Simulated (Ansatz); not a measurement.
`F[SiH2][NH][GeH3]` and `F[SiH2][NH][AlH2]` differ in one atom or group.

Ansatz, PBE0-D4/def2-TZVP geometries, multiplicity 1. Each molecule was computed in one conformer, which needn't be the lowest.

Scalar relativity is left out up to krypton.

```
                                          property  `F[SiH2][NH][GeH3]`
               LUMO energy (B3LYP/def2-TZVPP) / eV                -0.16
  size of the dipole moment (B3LYP/def2-TZVPP) / D                 2.00
              HOMO–LUMO gap (PBE0/def2-TZVPP) / eV                 7.99
           HOMO–LUMO gap (ωB97M-V/def2-TZVPP) / eV                11.95
size of the dipole moment (ωB97M-V/def2-TZVPP) / D                 2.00
    size of the dipole moment (PBE/def2-TZVPP) / D                 1.95
```

Task: What does the change do to each property? (Best estimate.)

Result: Ansatz gave: 
```json
{"property": "LUMO energy (B3LYP/def2-TZVPP) / eV", "`F[SiH2][NH][AlH2]`": "-1.35", "shift": "-1.19"}
{"property": "size of the dipole moment (B3LYP/def2-TZVPP) / D", "`F[SiH2][NH][AlH2]`": "1.74", "shift": "-0.26"}
{"property": "HOMO–LUMO gap (PBE0/def2-TZVPP) / eV", "`F[SiH2][NH][AlH2]`": "7.32", "shift": "-0.67"}
{"property": "HOMO–LUMO gap (ωB97M-V/def2-TZVPP) / eV", "`F[SiH2][NH][AlH2]`": "11.27", "shift": "-0.68"}
{"property": "size of the dipole moment (ωB97M-V/def2-TZVPP) / D", "`F[SiH2][NH][AlH2]`": "1.74", "shift": "-0.26"}
{"property": "size of the dipole moment (PBE/def2-TZVPP) / D", "`F[SiH2][NH][AlH2]`": "1.67", "shift": "-0.28"}
```

With PBE0 the HOMO falls by 0.56 eV and the LUMO falls by 1.23 eV, so the gap narrows by about 0.67 eV. PBE moves the HOMO by -0.60 eV and ωB97M-V by -0.60 eV. The zero-point energy changes by -25.6 kJ/mol with -3 modes. Dipoles are sizes alone; their direction can turn.

B3LYP here is the variant with VWN-RPA as its local correlation; programs differ in this.

Positive LUMOs are unbound, so they and the gaps depend on the basis.
